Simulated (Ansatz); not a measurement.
Frontier orbitals of C₂H₉SbSi, SMILES `[CH3][Sb]([CH3])[SiH3]`.

Charge 0, multiplicity 1. Correlated methods include outer-core shells of Sb, which these sets cover unevenly. Sb: def2 effective core potential. Geometry: relaxed with PBE0-D4/def2-TZVP. Basis def2-TZVPP, Ansatz.

Orbital energies of one run (eV). Highest occupied ones, from the top: -5.83, -7.09, -7.60, -8.76, -8.79, -10.21, -10.29, -10.56, -10.66, -12.38, -14.11, -18.04, -18.70, -33.60. Empty: -0.90, -0.90, 0.02, 0.38, 0.56, 0.97.

Q: Which functional gave them?
A. B97M-V
B. ωB97M-V
C. BHLYP
D. CAM-B3LYP

A: A. HOMO energies: B97M-V -5.83, ωB97M-V -8.56, CAM-B3LYP -7.75, BHLYP -7.39 eV.
